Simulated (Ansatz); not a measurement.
Ideal-gas functions of CH3GeN, SMILES `N#[C][GeH3]` at 400 K and 1 bar, from an Ansatz frequency run at PBE0-D4/def2-TZVP.

Molar mass 101.65 g/mol, point group C3v (symmetry number 3), electronic degeneracy 1, moments of inertia 6.466, 139.391, 139.391 u Å². Harmonic wavenumbers (cm⁻¹, unscaled): 252, 252, 490, 624, 624, 828, 875, 875, 2200, 2208, 2208, 2335.

Use S(trans) = R[1.5 ln M + 2.5 ln T − 1.1517]; rotational temperatures θ = 24.2544 K / I; S(rot) = R[ln(√π/σ · √(T³/θAθBθC)) + 1.5]; for each mode x = 1.438777 ν̃/T, S = R[x/(eˣ − 1) − ln(1 − e⁻ˣ)] and H = RT x/(eˣ − 1); 1 cm⁻¹ = 0.0119627 kJ/mol; R = 8.31446 J/(mol·K).

By hand: the entropy, in J/(mol·K).

Translation 172.6. Rotation: θ = 3.7511, 0.174, 0.174 K, giving 91.9. Vibration, mode by mode: 9.41, 9.41, 4.60, 3.14, 3.14, 1.76, 1.54, 1.54, 0.03, 0.03, 0.03, 0.02, in all 34.6. Electronic 0.0. Sum 299.1 J/(mol·K).

By hand: H − E and G − E in kJ/mol, counted from the electronic energy.

Zero-point energy ½ × 13771 × 0.0119627 = 82.4; thermal vibration 8.6; translation, rotation and pV give 4 RT = 13.3. H − E = 104.3 kJ/mol, and G − E = 104.3 − 400 × 299.1/1000 = -15.3 kJ/mol.

Vibration gives 12 % of the entropy.
